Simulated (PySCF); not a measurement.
trans-Sn(NH3)2F4.
Bonds: Sn1–N2, Sn1–N6, Sn1–F10, Sn1–F11, Sn1–F12, Sn1–F13. Hydrogens: H3, H4, H5 on N2; H7, H8, H9 on N6.

Computed by this run: PBE0-D3(BJ)/def2-SVP geometry optimisation, gas phase, def2 core potentials past Kr in PySCF; density fitting, grid level 1; the optimiser is geomeTRIC in internal coordinates, started from a GFN2-xTB structure with every atom displaced at random (about 0.03 Å).

Step 2: E = -19756.9014 eV
```
atom  x, y, z in Å  |  force x, y, z in eV/Å
Sn1     0.0291   -0.0322    0.0006   -0.429   0.284   0.017
N2     -0.0059   -0.0209    2.2269   -0.327  -0.134  -0.111
H3     -0.4558    0.8370    2.5411   -0.011   0.069   0.041
H4      0.9492   -0.0563    2.5623    0.327   0.009   0.124
H5     -0.5235   -0.8322    2.5658    0.012   0.023   0.032
N6     -0.0033    0.0357   -2.2203    0.225  -0.198  -0.075
H7      0.5051    0.8580   -2.5437   -0.074   0.065  -0.038
H8     -0.9726    0.0599   -2.5433    0.067   0.026   0.063
H9      0.4598   -0.8081   -2.5623   -0.100   0.034  -0.085
F10     1.9793   -0.0508    0.0590    0.052  -0.072  -0.016
F11    -1.9330    0.0121   -0.0270    0.100  -0.007   0.020
F12     0.0475    1.9308    0.0129    0.044  -0.124   0.023
F13    -0.0454   -1.9852   -0.0497    0.115   0.024   0.005
```

Step 3: E = -19756.9138 eV
```
atom  x, y, z in Å  |  force x, y, z in eV/Å
Sn1     0.0200   -0.0243    0.0012   -0.111   0.052   0.005
N2     -0.0120   -0.0203    2.2320    0.072  -0.051   0.051
H3     -0.4594    0.8398    2.5492    0.014   0.008   0.021
H4      0.9520   -0.0542    2.5726   -0.096   0.012  -0.044
H5     -0.5278   -0.8295    2.5785    0.009   0.012   0.018
N6      0.0053    0.0303   -2.2278    0.117  -0.075  -0.057
H7      0.5036    0.8578   -2.5559   -0.055   0.018  -0.020
H8     -0.9671    0.0593   -2.5389    0.029   0.020   0.026
H9      0.4579   -0.8102   -2.5902   -0.052   0.023  -0.011
F10     1.9730   -0.0708    0.0478    0.007   0.025   0.007
F11    -1.9370    0.0143   -0.0233    0.017  -0.007  -0.009
F12     0.0456    1.9324    0.0275    0.040  -0.021   0.003
F13    -0.0236   -1.9767   -0.0506    0.009  -0.017   0.010
```

Problem. Estimate the geometry and energy of step 4. (The exact step hangs on the optimiser's Hessian estimate; all steps are aligned on step 3, rigid shifts and turns removed.)

Solution. E = -19756.9162 eV, largest force 0.078 eV/Å
```
atom  x, y, z in Å  |  force x, y, z in eV/Å
Sn1     0.0120   -0.0190    0.0016    0.052  -0.058  -0.006
N2     -0.0108   -0.0243    2.2401   -0.058   0.015   0.000
H3     -0.4536    0.8358    2.5653    0.018  -0.014   0.018
H4      0.9535   -0.0579    2.5734    0.007   0.001  -0.038
H5     -0.5233   -0.8327    2.5929    0.005   0.002   0.004
N6      0.0091    0.0272   -2.2382    0.059  -0.008   0.019
H7      0.4992    0.8575   -2.5718   -0.021   0.001  -0.003
H8     -0.9653    0.0596   -2.5411   -0.007   0.003   0.016
H9      0.4543   -0.8120   -2.6103   -0.016   0.000   0.001
F10     1.9658   -0.0591    0.0673   -0.005  -0.002  -0.003
F11    -1.9425    0.0107   -0.0398   -0.008   0.032  -0.008
F12     0.0578    1.9346    0.0237   -0.030   0.021   0.001
F13    -0.0257   -1.9726   -0.0409    0.005   0.007   0.000
```

The energy changes by -0.0025 eV. The first-order estimate −F·Δx gives -0.0054 eV and the mean of the old and new forces, exact on a quadratic surface, -0.0025 eV. The step makes an angle of 68° with the force vector and moves no atom by more than 0.024 Å.

What follows is the cost of the whole optimisation. On Arm Neoverse V2, one thread, shared host with 96 logical CPUs at a one-minute load of 51, this took 1.7 min of wall time and 0.60 GiB of memory at its peak.
